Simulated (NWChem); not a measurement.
Basis-set convergence for H2FNSn

```xyz
5

Sn    -0.3795    -0.0277     0.0000
F      0.8166     1.5321     0.0000
N      1.1894    -1.3033     0.0000
H      2.1477    -0.9626     0.0000
H      1.1492    -2.3174     0.0000
```
Charge 0, spin multiplicity 1.

Program: NWChem. The geometry was optimised at PBE0/def2-SVP with def2 effective core potentials on Sn, a minimum by its harmonic frequencies. It is one conformer; others weren't searched.

Quantity: LUMO energy at the level PBE0.

Effective core potentials replace the inner electrons of Sn; spin-orbit coupling is left out. The structure started from a generated list of species.

```json
[
 {"basis": "def2-SVP", "functions": "64", "LUMO energy (eV)": "-1.70"},
 {"basis": "def2-SVPD", "functions": "91", "LUMO energy (eV)": "-2.00"},
 {"basis": "def2-TZVP", "functions": "124", "LUMO energy (eV)": "-1.91"},
 {"basis": "def2-TZVPP", "functions": "140", "LUMO energy (eV)": "-1.92"},
 {"basis": "def2-TZVPD", "functions": "151", "LUMO energy (eV)": "-2.01"},
 {"basis": "def2-QZVP", "functions": "256", "LUMO energy (eV)": "-1.98"}
]
```

Smallest basis within 0.2 eV of def2-QZVP, the largest set run: def2-SVPD, with 91 functions against 256 (also within reach: def2-TZVP, def2-TZVPP, def2-TZVPD). def2-QZVP isn't the basis-set limit itself, and a small set can land close by cancellation.
